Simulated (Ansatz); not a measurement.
Reactions of C14H14, SMILES `c1ccc(CCc2ccccc2)cc1`.

Computed with Ansatz on PBE0-D4/def2-TZVP structures; ΔE is electronic, products minus reactants. CCSD(T)/CBS adds triple-zeta CCSD(T) − MP2 to the extrapolated MP2 energy (def2 sets, frozen cores). This one scheme is used for every species. Functionals use def2-TZVPP. Each species was taken in one conformer, which may not be the lowest.

| reaction | ωB97X-V (eV) | MP2/CBS(def2) (eV) | CCSD(T)/CBS(def2) (eV) |
| --- | --- | --- | --- |
| `c1ccc(CCc2ccccc2)cc1` + H₂S → `SCc1ccccc1` + `Cc1ccccc1` | 0.17 | 0.24 | 0.20 |
| `c1ccc(CCc2ccccc2)cc1` + `Sc1ccccc1` → `c1ccc(Sc2ccccc2)cc1` + `CCc1ccccc1` | 0.09 | 0.04 | 0.07 |
| `c1ccc(CCc2ccccc2)cc1` + H₂S → `Sc1ccccc1` + `CCc1ccccc1` | 0.19 | 0.23 | 0.21 |
| `c1ccc(CCc2ccccc2)cc1` + CH₃OH → `COc1ccccc1` + `CCc1ccccc1` | 0.17 | 0.39 | 0.28 |

Largest T1 diagnostic: 0.011, for `COc1ccccc1`.
